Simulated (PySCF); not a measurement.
Fill in the blanks.

Species: C₆H₁₆OSi₂.
Geometry (GFN2-xTB, Å), atoms numbered from 1 in this order:
```
atom  x, y, z in Å
C1    -2.513    1.383   -0.519
C2    -1.841    0.370    0.403
C3    -2.864   -0.637    0.917
Si4   -0.425   -0.517   -0.496
C5     0.699   -1.596    0.603
C6     2.123   -1.463    0.044
Si7    2.281    0.275   -0.733
C8     3.006    1.591    0.420
O9     0.687    0.583   -0.986
H10   -3.299    1.925    0.007
H11   -1.784    2.099   -0.888
H12   -2.960    0.880   -1.373
H13   -1.445    0.916    1.265
H14   -3.285   -1.202    0.089
H15   -2.404   -1.341    1.606
H16   -3.679   -0.133    1.433
H17   -0.876   -1.221   -1.702
H18    0.681   -1.215    1.627
H19    0.401   -2.641    0.658
H20    2.865   -1.682    0.812
H21    2.263   -2.208   -0.741
H22    2.886    0.262   -2.063
H23    2.808    2.586    0.036
H24    4.081    1.478    0.506
H25    2.583    1.532    1.419
```

| property | level | value |
| --- | --- | --- |
| point group of the GFN2-xTB geometry | GFN2-xTB | ? |
| rotational constants A, B, C of the GFN2-xTB geometry | GFN2-xTB | ? |
| dipole moment | PBE0/pcSseg-1 | ? |
| HOMO energy | PBE0/pcSseg-1 | ? |
| LUMO energy | PBE0/pcSseg-1 | ? |
| 13C chemical shifts (computed TMS as zero) by class | GIAO PBE0/pcSseg-1 | ? |
| 1H chemical shifts (computed TMS as zero) by class | GIAO PBE0/pcSseg-1 | ? |
| isotropic shieldings of nuclei other than C and H, by class | GIAO PBE0/pcSseg-1 | 275 (O9), 332 (Si4), 336 (Si7) ppm |

Electronic properties: PySCF, gas phase, density fitting. NMR classes are plain means over equivalent atoms (diastereotopic ones count apart unless rotation or inversion swaps them), as if these changed places fast; in this geometry the members of some classes differ.

Give the point group of the GFN2-xTB geometry.

C1.

The 1H chemical shifts (computed TMS as zero) by class?

5.22 (H22), 4.72 (H17), 1.29 (H10/H11/H12), 1.08 (H19), 1.02 (H20), 0.97 (H21), 0.94 (H14/H15/H16), 0.86 (H13), 0.66 (H18), 0.14 (H23/H24/H25) ppm.

Give the dipole moment.

1.54 D.

Give the rotational constants A, B, C of the GFN2-xTB geometry.

2.049, 0.712, 0.613 GHz.

What is the LUMO energy?

1.01 eV.

The HOMO energy?

-7.67 eV.

What are the 13C chemical shifts (computed TMS as zero) by class?

21.0 (C2), 20.1 (C1), 17.2 (C3), 10.5 (C6), 9.2 (C5), 0.2 (C8) ppm.

The rotational constants make it an asymmetric top with κ = (2B − A − C)/(A − C) = -0.86, nearer the prolate limit (−1). In atomic units the dipole is 0.61 e·bohr (1 au = 2.5417 D). With B = h/(8π²I), that is 505.379 GHz u Å² over I, the principal moments of inertia are 246.6, 709.8 and 824.1 u Å² (most abundant isotopes).

One conformer stands for the species.
